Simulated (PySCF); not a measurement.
Record of a relaxation.

Compound: C8H6.
Bonds: C1–C2 (double), C2–C3, C3–C4 (double), C4–C5, C5–C6 (double), C6–C7, C7–C8 (double), C1–C8, C3–C7. Hydrogens: H9 on C1; H10 on C2; H11 on C4; H12 on C5; H13 on C6; H14 on C8.

Method: PySCF 2.14.0, BHandHLYP/def2-SVP geometry optimisation, gas phase; density fitting, grid level 1; the optimiser is geomeTRIC in internal coordinates, started from a GFN2-xTB structure. The frame can shift and turn from step to step; on so coarse a grid that alone can change the energy by a few meV, and forces under 0.02 eV/Å are noise.

Step 0: E = -8379.7855 eV, largest atomic force 0.535 eV/Å
```
atom  x, y, z in Å  |  force x, y, z in eV/Å
C1      2.127   -0.284   -0.107    0.201   0.311   0.085
C2      1.561    0.890    0.229    0.143  -0.002  -0.004
C3      0.114    0.693    0.191   -0.198  -0.142  -0.038
C4     -1.082    1.288    0.371    0.519  -0.123  -0.037
C5     -2.127    0.284    0.104   -0.202  -0.300  -0.082
C6     -1.561   -0.890   -0.231   -0.148   0.003  -0.003
C7     -0.114   -0.693   -0.195    0.206   0.146   0.041
C8      1.081   -1.288   -0.376   -0.512   0.125   0.042
H9      3.178   -0.498   -0.178    0.300   0.036   0.005
H10     2.057    1.808    0.481    0.237   0.205   0.055
H11    -1.292    2.304    0.657    0.028   0.284   0.080
H12    -3.178    0.497    0.177   -0.304  -0.035  -0.007
H13    -2.057   -1.809   -0.482   -0.242  -0.217  -0.058
H14     1.292   -2.303   -0.664   -0.029  -0.290  -0.080
```

Step 1: E = -8379.8136 eV, largest atomic force 0.112 eV/Å
```
atom  x, y, z in Å  |  force x, y, z in eV/Å
C1      2.181   -0.158   -0.108    0.009  -0.036  -0.002
C2      1.615    0.996    0.285    0.023   0.042   0.005
C3      0.161    0.782    0.271   -0.004  -0.007   0.003
C4     -1.030    1.359    0.505   -0.066   0.090   0.008
C5     -2.093    0.352    0.220   -0.011   0.037   0.002
C6     -1.527   -0.802   -0.175   -0.020  -0.045  -0.002
C7     -0.073   -0.588   -0.161    0.002   0.006  -0.002
C8      1.118   -1.166   -0.393    0.066  -0.089  -0.010
H9      3.242   -0.352   -0.208   -0.020   0.009  -0.003
H10     2.131    1.908    0.559   -0.022  -0.020  -0.002
H11    -1.226    2.374    0.835    0.015  -0.040  -0.001
H12    -3.154    0.546    0.321    0.020  -0.008   0.004
H13    -2.043   -1.714   -0.448    0.022   0.021   0.002
H14     1.314   -2.180   -0.722   -0.014   0.040   0.001
```

Step 2: E = -8379.8137 eV, largest atomic force 0.055 eV/Å
```
atom  x, y, z in Å  |  force x, y, z in eV/Å
C1      2.180   -0.160   -0.108    0.018  -0.003   0.002
C2      1.614    0.995    0.286    0.018   0.018  -0.004
C3      0.159    0.783    0.271    0.048  -0.024   0.003
C4     -1.031    1.363    0.504    0.022  -0.046  -0.019
C5     -2.092    0.354    0.219   -0.017   0.003  -0.003
C6     -1.526   -0.801   -0.174   -0.018  -0.018   0.001
C7     -0.071   -0.588   -0.161   -0.049   0.024   0.000
C8      1.119   -1.170   -0.392   -0.022   0.046   0.019
H9      3.241   -0.353   -0.209    0.004   0.003   0.001
H10     2.129    1.906    0.559    0.003   0.002   0.002
H11    -1.226    2.376    0.837    0.007  -0.003   0.000
H12    -3.153    0.546    0.321   -0.004  -0.003  -0.001
H13    -2.041   -1.712   -0.448   -0.003  -0.002  -0.001
H14     1.314   -2.182   -0.725   -0.006   0.003  -0.001
```

Step 3: E = -8379.8139 eV, largest atomic force 0.023 eV/Å
```
atom  x, y, z in Å  |  force x, y, z in eV/Å
C1      2.181   -0.160   -0.107    0.003  -0.002   0.002
C2      1.615    0.996    0.286    0.000  -0.008  -0.011
C3      0.160    0.782    0.271    0.004  -0.005   0.010
C4     -1.030    1.362    0.503    0.003  -0.021  -0.010
C5     -2.093    0.354    0.219   -0.003   0.002  -0.003
C6     -1.527   -0.802   -0.175    0.001   0.009   0.009
C7     -0.072   -0.588   -0.161   -0.004   0.004  -0.008
C8      1.118   -1.168   -0.392   -0.003   0.021   0.010
H9      3.241   -0.353   -0.209    0.004   0.001   0.000
H10     2.130    1.907    0.559    0.001   0.002   0.002
H11    -1.225    2.375    0.837    0.002   0.004   0.003
H12    -3.153    0.546    0.321   -0.004  -0.001   0.000
H13    -2.042   -1.713   -0.448   -0.001  -0.002  -0.002
H14     1.312   -2.181   -0.724   -0.002  -0.004  -0.003
```

Problem. Summarise the path.

Solution. The energy falls by 0.66 kcal/mol from step 0 to step 3; nine tenths of that is first reached at step 1. It falls at every step. The largest force goes from 0.535 to 0.023 eV/Å. Among the bonds C4–C5 changes most (a near tie, within 0.001 Å, with another), from 1.474 to 1.492 Å; the atoms move by 0.020 Å rms after alignment.

What follows is the cost of the whole optimisation. Time: 23 s of wall time; peak memory 0.55 GiB. Hardware: one thread, Intel Xeon Platinum 8488C (x86_64), shared host with 192 logical CPUs at a one-minute load of 57.
